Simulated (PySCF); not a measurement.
# Ionising AsH

UHF-SCS-MP2; PySCF, no relativity, basis sets As def2-TZVPPD, H def2-TZVPPD. Neutral (UHF): triplet (π ↑↑), Re = 1.519 Å, ωe = 2218 cm⁻¹, De = 2.75 eV.

AsH⁺ (UHF): doublet (π ↑), Re = 1.518 Å, ωe = 2266 cm⁻¹, De = 3.04 eV to As⁺ + H. The energies at the minima are -2234.97379 hartree for AsH and -2234.62296 for AsH⁺.

Q: Work out the adiabatic ionisation energy, without and with harmonic zero-point energies (1 hartree = 27.2114 eV, 1 eV = 8065.5 cm⁻¹), and the change of the bond length.

A: At UHF-SCS-MP2: 0.35083 hartree = 9.547 eV between the minima; the zero-point term (2266.0 − 2218.0)/2 cm⁻¹ = +0.003 eV makes it 9.550 eV. Re changes by -0.1 pm against the neutral. The electron leaves a π orbital, which is non-bonding in a hydride.

Correlated steps freeze 9 core orbitals. Spin–orbit coupling is left out. For an ion De counts to the pair picked by the measured ionisation energies or electron affinities, which need not be the lowest pair at this level. States were picked by a PBE0 search and need not be the measured ground states.
